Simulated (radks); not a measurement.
Problem. Valence configurations of the platinum ion Pt+ (all share [Xe]). Method: scalar-relativistic Kohn-Sham, SCAN, spin-polarised, spherical densities, finite nucleus; open shells are filled with parallel spins first (spin-orbit coupling, left out, can overturn this in heavy ions); meta-GGA in the generalised Kohn-Sham scheme; Fermi nuclear charge, rms radius 5.427 fm; computed with a radial shooting solver on a logarithmic mesh with Libxc functionals. Order these by energy: 4f14 5d8 6s1; 4f14 5d8 6p1; 4f14 5d7 6s2; 4f13 5d9 6s1; 4f14 5d7 6p2; 4f13 5d9 6p1; 4f13.5 5d8.5 6s1; 4f14 5d9; 4f13 5d8 6s1 6p1; 4f13.5 5d9.5.

Solution. From the lowest, in eV above it: 4f14 5d9 0.000; 4f14 5d8 6s1 0.728; 4f14 5d7 6s2 3.371; 4f14 5d8 6p1 8.076; 4f14 5d7 6p2 17.111; 4f13.5 5d9.5 33.606; 4f13.5 5d8.5 6s1 35.147; 4f13 5d9 6s1 71.745; 4f13 5d9 6p1 79.161; 4f13 5d8 6s1 6p1 81.999. NIST lists [Xe] 4f14 5d9 as the ground configuration; this level of theory agrees among the configurations tried. The energies are those of spherical high-spin densities, not of single terms.
